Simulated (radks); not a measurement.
Re34+, configuration [Kr] 4d5. All-electron calculation, scalar-relativistic Kohn-Sham, LB94 model potential, spin-polarised, spherical densities, finite nucleus; open shells are filled with parallel spins first (spin-orbit coupling, left out, can overturn this in heavy ions); Fermi nuclear charge, rms radius 5.3698 fm. Program: a radial shooting solver on a logarithmic mesh with Libxc functionals.

Normalised radial functions P(r) = r R(r), r in bohr:

r	3d down	4s down
0.002521	0.0005	0.3356
0.002865	0.0007	0.3620
0.00323	0.0009	0.3869
0.003642	0.0013	0.4115
0.004107	0.0018	0.4353
0.00463	0.0025	0.4574
0.005221	0.0034	0.4770
0.005886	0.0047	0.4929
0.006637	0.0065	0.5037
0.007543	0.0092	0.5081
0.008505	0.0127	0.5036
0.009589	0.0174	0.4889
0.01081	0.0238	0.4620
0.01219	0.0325	0.4208
0.01374	0.0442	0.3637
0.0155	0.0599	0.2892
0.01747	0.0808	0.1966
0.01986	0.1106	0.0781
0.02239	0.1475	-0.0497
0.02525	0.1953	-0.1899
0.02846	0.2568	-0.3367
0.03209	0.3347	-0.4817
0.03618	0.4320	-0.6137
0.0408	0.5516	-0.7192
0.046	0.6958	-0.7832
0.05228	0.8782	-0.7882
0.05895	1.0751	-0.7197
0.06646	1.2940	-0.5718
0.07494	1.5280	-0.3445
0.08449	1.7666	-0.0494
0.09526	1.9952	0.2882
0.1074	2.1961	0.6290
0.1211	2.3498	0.9226
0.1376	2.4402	1.1214
0.1552	2.4397	1.1479
0.175	2.3475	0.9862
0.1973	2.1645	0.6334
0.2224	1.9030	0.1231
0.2508	1.5860	-0.4740
0.2828	1.2451	-1.0613
0.3188	0.9145	-1.5380
0.3624	0.6069	-1.8364
0.4086	0.3798	-1.8825
0.4606	0.2171	-1.7197
0.5194	0.1121	-1.4092
0.5856	0.0516	-1.0350
0.6603	0.0209	-0.6777
0.7444	0.0073	-0.3922
0.8394	0.0022	-0.1983
0.954	0.0005	-0.0813
1.076	0.0001	-0.0297
1.213	0.0000	-0.0090
1.367	0.0000	-0.0022

3d down: eigenvalue -3276.6 eV, 0 radial nodes, <r> = 0.177 bohr, 90 % of the charge inside 0.274 bohr. 4s down: eigenvalue -1829.7 eV, 3 radial nodes at r = 0.0214, 0.0860, 0.228 bohr, <r> = 0.406 bohr, 90 % of the charge inside 0.576 bohr.
